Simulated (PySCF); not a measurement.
Compound: C₄H₉FS₂Si₂.
SMILES with atom numbers: `[CH3:1]/[C:2](=[CH:3]/[F:4])[Si@H:5]1[S:6][CH2:7][SiH2:8][S:9]1`

Structure used (GFN2-xTB), in Å, numbered top down from 1:
```xyz
18
C4H9FS2Si2 angstrom
C     -1.869    1.457   -0.506
C     -1.854    0.176    0.266
C     -2.977   -0.424    0.618
F     -2.980   -1.579    1.311
Si    -0.206   -0.602    0.738
S      0.710   -1.548   -0.966
C      2.369   -0.773   -1.011
Si     2.905    0.058    0.619
S      1.126    0.993    1.342
H     -1.301    2.214    0.033
H     -2.885    1.812   -0.661
H     -1.394    1.312   -1.475
H     -3.983   -0.085    0.408
H     -0.282   -1.557    1.834
H      3.055   -1.569   -1.290
H      2.350   -0.053   -1.829
H      3.856    1.123    0.358
H      3.352   -0.949    1.574
```

NICS is the negative of the GIAO shielding at a point without a nucleus: at the ring centre (0) and 1 Å above and below it (1); zz is the component along the ring normal. Level: GIAO PBE0/pcSseg-1 (PySCF, non-relativistic, gas phase) on the GFN2-xTB geometry, one conformer.

Ring bond lengths (Å), with Mayer bond orders in brackets: Si5–S6 2.153 (0.99), S6–C7 1.832 (0.98), C7–Si8 1.905 (0.86), Si8–S9 2.136 (0.97), S9–Si5 2.164 (0.96).

Give the NICS values of each ring in ppm.

```json
{"ring": "Si5–S6–C7–Si8–S9", "type": "5-membered ring with 2 S and 2 Si; formal bonds all single", "NICS(0)": "-7.8", "NICS(1), two faces": "-4.3 / -5.0", "NICS(1)zz, two faces": "-3.0 / -2.0", "rms pucker (Å)": "0.24", "centre to ring atoms, mean (Å)": "1.70"}
```

What can be read from them?

- Si5–S6–C7–Si8–S9: mean NICS(1)zz -2.5 ppm, near zero. Si5, C7, Si8 have four or more neighbours, and the NICS criterion for π rings isn't applied.

How shielded are the nuclei of the rings and their hydrogens (means over atoms taken as equivalent)?

```json
{"atoms": "Si5", "environment": "SiH silicon", "σ isotropic (ppm)": "328.9", "principal values of the symmetric part, first atom (ppm)": "262.7, 351.9, 371.9"}
{"atoms": "S6", "environment": "sulfur bonded to C and Si", "σ isotropic (ppm)": "656.6", "principal values of the symmetric part, first atom (ppm)": "507.5, 664.2, 797.9"}
{"atoms": "C7", "environment": "sp3 carbon bound to sulfur", "σ isotropic (ppm)": "166.2", "principal values of the symmetric part, first atom (ppm)": "134.2, 172.4, 192.1"}
{"atoms": "Si8", "environment": "SiH2 silicon", "σ isotropic (ppm)": "359.9", "principal values of the symmetric part, first atom (ppm)": "272.4, 391.6, 415.7"}
{"atoms": "S9", "environment": "sulfur bonded to 2 Si", "σ isotropic (ppm)": "777.1", "principal values of the symmetric part, first atom (ppm)": "689.9, 790.5, 850.8"}
{"atoms": "H14", "environment": "Si–H hydrogen", "σ isotropic (ppm)": "25.36", "principal values of the symmetric part, first atom (ppm)": "21.4, 22.7, 32.0"}
{"atoms": "H15", "environment": "methylene hydrogen", "σ isotropic (ppm)": "29.51", "principal values of the symmetric part, first atom (ppm)": "22.6, 27.1, 38.8"}
{"atoms": "H16", "environment": "methylene hydrogen", "σ isotropic (ppm)": "29.27", "principal values of the symmetric part, first atom (ppm)": "22.8, 26.9, 38.1"}
{"atoms": "H17", "environment": "Si–H hydrogen", "σ isotropic (ppm)": "26.51", "principal values of the symmetric part, first atom (ppm)": "22.0, 23.9, 33.6"}
{"atoms": "H18", "environment": "Si–H hydrogen", "σ isotropic (ppm)": "26.90", "principal values of the symmetric part, first atom (ppm)": "22.3, 24.1, 34.3"}
```
